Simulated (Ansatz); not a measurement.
Mulliken charges of `C#C[NH][SnH3]` from ωB97M-V/def2-TZVPP in Ansatz (PBE0-D4/def2-TZVP geometry).

```csv
atom,x (Å),y (Å),z (Å),charge (e)
C1,1.008,2.140,-0.547,-0.292
C2,0.875,0.942,-0.516,-0.010
N3,0.650,-0.371,-0.478,-0.470
Sn4,-0.981,-1.113,0.508,0.603
H5,1.142,3.193,-0.595,0.252
H6,1.472,-0.949,-0.571,0.136
H7,-2.337,-0.515,-0.322,-0.068
H8,-0.803,-2.802,0.381,-0.077
H9,-0.938,-0.572,2.124,-0.075
```

**Question.** By hand: the dipole of these point charges (1 e Å = 4.8032 D).

**Answer.** Σ q r = (-0.421, -0.162, 0.302) e Å, of length 0.543 e Å = 2.61 D.

**Question.** How does the dipole of the full density compare? (An estimate is asked.)

**Answer.** The calculation gave: (-0.140, -0.430, 0.180) e Å, 2.34 D; the point charges give 1.12 times that, at 46° from its direction.

Point charges leave out the atoms' own dipoles, such as those of lone pairs, and Mulliken's split depends on the basis, so the two needn't agree.
